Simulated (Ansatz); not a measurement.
The same path of a periodic cell of 19 atoms, Sr₁₈Ga (surface Sr(111), adsorbate Ga) was run twice with different band settings. Lost on the way: Sr15–Ga19, Sr16–Ga19. Made: Sr17–Ga19, Sr18–Ga19.

Method: DFT PBE, scalar-relativistic, plane waves, PAW in Ansatz. Settings: cutoff 420 eV, k mesh 2x2x1, fermi-dirac smearing 0.05 eV, no spin polarisation.

Relaxed end points:

```xyz
19
Lattice="8.5984 0.0000 0.0000 6.4488 11.1697 0.0000 0.0000 0.0000 20.0206" Properties=species:S:1:pos:R:3
Sr 2.150 1.241 1.000
Sr 6.449 1.241 1.000
Sr 4.299 4.964 1.000
Sr 8.598 4.964 1.000
Sr 6.449 8.688 1.000
Sr 10.748 8.688 1.000
Sr 0.069 2.453 4.395
Sr 4.417 2.434 4.422
Sr 2.111 6.222 4.325
Sr 6.425 6.149 4.479
Sr 4.176 9.892 4.340
Sr 8.556 9.911 4.379
Sr -0.305 -0.185 7.574
Sr 3.829 0.190 8.087
Sr 2.334 3.903 7.601
Sr 6.833 3.513 8.116
Sr 4.244 7.445 7.755
Sr 8.558 7.449 7.815
Ga 1.069 1.814 9.428
```

```xyz
19
Lattice="8.5984 0.0000 0.0000 6.4488 11.1697 0.0000 0.0000 0.0000 20.0206" Properties=species:S:1:pos:R:3
Sr 2.150 1.241 1.000
Sr 6.449 1.241 1.000
Sr 4.299 4.964 1.000
Sr 8.598 4.964 1.000
Sr 6.449 8.688 1.000
Sr 10.748 8.688 1.000
Sr -0.024 2.426 4.479
Sr 4.261 2.499 4.325
Sr 2.107 6.188 4.379
Sr 6.326 6.169 4.340
Sr 4.417 9.881 4.422
Sr 8.667 9.900 4.395
Sr 0.384 -0.210 8.116
Sr 4.484 0.180 7.601
Sr 2.110 3.726 7.815
Sr 6.394 3.722 7.755
Sr 3.829 7.636 8.087
Sr 8.293 7.261 7.574
Ga 3.219 -1.909 9.428
```

Common settings: climbing image yes; end points relaxed; atoms held 1 to 6.

| run | movable images | spring | optimiser | start path | force threshold | iteration limit |
| --- | --- | --- | --- | --- | --- | --- |
| 1 | 5 | 10.0 eV/Å² | fire | straight line | 0.05 eV/Å | 52 |
| 2 | 3 | 5.0 eV/Å² | quadratic models (default) | default | 0.4 eV/Å | 50 |

(1) What does each run give, and how far can it be trusted?

Results:

(1) Run 1: converged after 40 iterations, highest image 0.077 eV above the first end. Beside the main top the profile has a ripple of under 15 meV (maxima at images 2, 4), which may be a very shallow well or noise. By the program's own check the climbing image is of a kind that is not told: the force calls were inconclusive, a negative curvature could not be distinguished from the path's own, the only one lies far off the path, or fixed occupations may fill a level only in part (lowest curvatures found: -0.05 and 0.05 eV/Å²).
Run 2: converged after 3 iterations, highest image 0.112 eV above the first end. The threshold of 0.4 eV/Å is loose, so the images may lie well off the minimum-energy path. The order of the stationary point at the top wasn't checked.
Limits of this set-up: coarse k mesh, thin slab, slab without dipole correction.
